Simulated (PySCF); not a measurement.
All numbers come from PBE0/[In def2-TZVP with ECP28, O def2-TZVP, F def2-TZVP], scalar-relativistic core potentials, density fitting, no spin–orbit coupling, PySCF. Open shells, if any, are unrestricted.

Problem. What shape and geometry does isolated singlet InOF take (every ligand bound to In)?

Solution. Counting electrons, indium keeps none of its valence electrons outside its bonds, so the VSEPR class is AX2 and the expected shape is linear; with unlike ligands the computed point group is C∞v. The lowest minimum found is a singlet of C∞v symmetry with In–F 1.902 Å, In–O 1.823 Å; F–In–O 180.0°. Its harmonic wavenumbers are 152 (π), 614 (σ+), 820 (σ+) cm⁻¹ and its dipole moment is 2.24 D.

Only a few start shapes were tried, so a lower isomer may exist.
